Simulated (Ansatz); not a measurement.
Cu₂H₂⁺ was relaxed with r2SCAN-D4 (def2-TZVP) in Ansatz in these states: charge +1 doublet, charge +1 quartet. The geometries follow in no particular order.

A:

```xyz
4

Cu   -0.752    0.417   -1.084
Cu    0.636   -0.414    0.903
H     0.209    1.060    0.589
H    -0.093   -1.063   -0.408
```

B:

Cartesian coordinates in Å:
```
Cu 0.538 -0.780 -0.648
Cu -0.538 0.780 0.648
H 0.904 -0.025 0.782
H -0.905 0.025 -0.782
```

**Question.** Judge from the bond lengths which geometry belongs to which state (an estimate).

**Answer.** A is the charge +1 quartet (Cu1–H3 2.033 Å, Cu1–Cu2 2.562 Å, Cu1–H4 1.755 Å); B is the charge +1 doublet (Cu1–H3 1.658 Å, Cu1–Cu2 2.296 Å, Cu1–H4 1.657 Å).
